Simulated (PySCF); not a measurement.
**Co: excitation energy**

Co [Ar] 3d7 4s2 (4F) → Co [Ar] 3d6 4s2 5s1 (6D), as a difference of total energies. Computed with PySCF 2.14 in x2c-TZVPPall with one added diffuse shell each of s, p, d, f type (7s6p5d3f1g, 80 functions), with the spin-free X2C one-electron Hamiltonian (Gaussian nucleus). Correlated levels: valence: [Ar] frozen. The calculations carry no spin-orbit coupling.

```json
{"method": "UHF", "excitation energy (cm⁻¹)": "65913"}
{"method": "MP2 (valence)", "excitation energy (cm⁻¹)": "79932"}
{"method": "SCS-MP2 (valence)", "excitation energy (cm⁻¹)": "80712"}
{"method": "CCSD (valence)", "excitation energy (cm⁻¹)": "78369"}
{"method": "CCSD(T) (valence)", "excitation energy (cm⁻¹)": "79138"}
```

The upper state lies above the first ionisation limit, but in LS coupling its spin forbids autoionisation to the ground ion. A Rydberg-like electron needs more diffuse functions than a valence basis has.

The promoted electron is Rydberg-like, and one or two diffuse shells describe it only roughly, which tends to raise the upper state.
